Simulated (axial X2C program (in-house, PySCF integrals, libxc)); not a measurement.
## Low determinants of AsF at the PBE0 level, with spin–orbit coupling

Calculated with an in-house relativistic program for diatomic molecules. Two-component (2c) means X2C with spin–orbit coupling and atomic mean-field two-electron Coulomb and Gaunt terms. Basis: As dyall-cv3z [9s9p6d4f1g], F dyall-av3z [7s6p3d2f] (cores contracted in-house); Gaussian nuclei, density fitting, unrestricted open shells. Masses: As 74.922 u, F 18.998 u.

Search at 1.747 Å (vertical energies from the lowest determinant):

| ΔE (eV) | state | electrons beyond evenly filled partner blocks | electrons in ±ω = 1/2, 3/2, 5/2, 7/2 |
| --- | --- | --- | --- |
| 0.00 | Ω = 1 | ω = -1/2, ω = 3/2 | 29 11 2 0 |
| 0.79 | Ω = 0 | none | 30 10 2 0 |
| 0.96 | Ω = 2 | ω = 1/2, ω = 3/2 | 29 11 2 0 |
| 1.14 | Ω = 0 | none | 28 12 2 0 |
| 3.75 | Ω = 1 | 2 × ω = 1/2 | 30 10 2 0 |

Lowest determinant, Ω = 1 (⟨Sz⟩ = 1.00, ⟨Lz⟩ = 0.00 at PBE0): Re = 1.742 Å, ωe = 684.3 cm⁻¹.

The determinant in row 2 of the search, Ω = 0 (closed shell), was followed along the bond at PBE0; measured from the minimum of the lowest determinant it gives:

Te = 0.785 eV (6335 cm⁻¹), Re = 1.739 Å, ωe = 690.2 cm⁻¹.

Question: Compare the bond of the determinant in row 2 with that of the lowest one.

Answer: At PBE0 its Re is 0.003 Å shorter and its force constant, which goes as ωe², is 1.02 times that of the lowest determinant. T0 ≈ Te + Δωe/2 = 6335 + (3) = 6338 cm⁻¹.

The search compares states at one distance, so a state with another bond length can lie lower; it is not exhaustive and yields mostly the lowest determinant of each block pattern, so other components and higher states of one pattern are missing. These are energies of single determinants, not of spin-adapted states; PBE0 term energies can be off by some tenths of an eV, and the functional has no current term. Open-shell Ω = 0 determinants with evenly filled partner blocks cannot be reached by this program, so the Ω shown need not be the lowest component. The lowest determinant need not be the ground state where others lie within half an eV. A closed-shell Ω = 0 row of a π² shell mixes the 0⁺ component of the triplet with ¹Σ⁺ and matches no level; 0⁺ can lie lowest.
